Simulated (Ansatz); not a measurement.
Born–Oppenheimer molecular dynamics of BFH$_{5}$OP (9 atoms, charge 0, multiplicity 1). It starts at the highest image of a converged band. Of that band: A structure lower than the last end lies on the path between it and the top, so the climb from that side starts below the end, which may itself be a saddle point or a shallow side well. A vibrational analysis at the climbing image gives one clearly imaginary mode, 180i cm⁻¹: a first-order saddle point.

Method: RKS PBE0/6-31G* (Ansatz).

* ensemble: NVE (velocity Verlet)
* time step: 0.5 fs
* steps asked: 200
* starting velocities drawn for: 300 K
* seed: 4955

First frame:

```xyz
9
Properties=species:S:1:pos:R:3
B -0.183 0.470 0.075
O 0.164 -0.252 1.619
H -0.648 -0.262 2.148
F 0.848 0.034 -0.691
H -1.260 -0.045 -0.112
P -0.236 2.451 0.415
H 0.527 2.472 1.631
H 0.902 2.761 -0.380
H 0.812 0.290 2.099
```

(1) How far do the bonds stretch over the last three quarters of this one trajectory? (Pairs bonded in most of those frames.)

## Answers

(1) 
```json
{"bond": "B1–O2", "mean (Å)": "1.771", "spread (Å)": "0.048", "shortest": "1.70", "longest": "1.89"}
{"bond": "B1–F4", "mean (Å)": "1.358", "spread (Å)": "0.027", "shortest": "1.31", "longest": "1.40"}
{"bond": "B1–H5", "mean (Å)": "1.215", "spread (Å)": "0.020", "shortest": "1.18", "longest": "1.25"}
{"bond": "B1–P6", "mean (Å)": "1.992", "spread (Å)": "0.028", "shortest": "1.96", "longest": "2.08"}
{"bond": "O2–H3", "mean (Å)": "0.971", "spread (Å)": "0.011", "shortest": "0.95", "longest": "0.99"}
{"bond": "O2–H9", "mean (Å)": "0.972", "spread (Å)": "0.012", "shortest": "0.95", "longest": "0.99"}
{"bond": "P6–H7", "mean (Å)": "1.432", "spread (Å)": "0.008", "shortest": "1.41", "longest": "1.45"}
{"bond": "P6–H8", "mean (Å)": "1.424", "spread (Å)": "0.012", "shortest": "1.41", "longest": "1.44"}
```

Mean temperature of the second half: 284 K. The conserved energy stayed within 0.11 meV per atom of its start (net change 0.071 meV per atom), so the integration is sound. A run of 0.1 ps of so small a system gives no equilibrium averages. The orbitals stay closed-shell, which can raise the energy where a bond breaks towards radicals; this wasn't checked here.

The run took 4.7 min on 1 thread of Intel(R) Xeon(R) 6975P-C (Granite Rapids), on a shared host, peak memory 0.14 GiB.
